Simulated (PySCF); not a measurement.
wavenumber (cm⁻¹), absorption (km/mol per cm⁻¹) and a bar:
```
        0      0.002 
       37      0.003 
       75      0.003 
      112      0.003 
      149      0.004 
      187      0.004 
      224      0.005 
      262      0.006 
      299      0.007 
      336      0.009 
      374      0.011 
      411      0.015 
      448      0.022 
      486      0.035 #
      523      0.066 #
      561      0.164 ####
      598      0.581 #############
      635      0.449 ##########
      673      0.133 ###
      710      0.059 #
      747      0.034 #
      785      0.023 
      822      0.018 
      859      0.015 
      897      0.014 
      934      0.015 
      972      0.016 
     1009      0.020 
     1046      0.026 #
     1084      0.037 #
     1121      0.063 #
     1158      0.133 ###
     1196      0.407 #########
     1233      0.911 ####################
     1271      0.279 ######
     1308      0.103 ##
     1345      0.053 #
     1383      0.034 #
     1420      0.024 
     1457      0.019 
     1495      0.017 
     1532      0.016 
     1569      0.015 
     1607      0.016 
     1644      0.018 
     1682      0.022 
     1719      0.028 #
     1756      0.039 #
     1794      0.060 #
     1831      0.107 ##
     1868      0.239 #####
     1906      0.784 #################
     1943      1.347 ##############################
     1981      0.384 #########
     2018      0.147 ###
     2055      0.075 ##
     2093      0.045 #
     2130      0.030 #
     2167      0.022 
     2205      0.017
```

This is the computed harmonic infrared spectrum of doublet HTcN, Lorentzian lines of 55 cm⁻¹ full width. Computed with UPBE0 in PySCF with Tc def2-TZVP with ECP28, N def2-TZVP, H def2-TZVP; scalar-relativistic core potentials, no spin–orbit coupling; density-fitted integrals.

Q: Which bands make it up, and how are they assigned?

A: In Cs symmetry, counting bands above 1 % of the strongest: 613 cm⁻¹ (a', bend, 64 km/mol); 1228 cm⁻¹ (a', stretch, 82 km/mol); 1933 cm⁻¹ (a', stretch, 133 km/mol).

This need not be the most stable arrangement of these atoms. Open d and f shells are described by one determinant, and the ground state may have another occupation or spin.
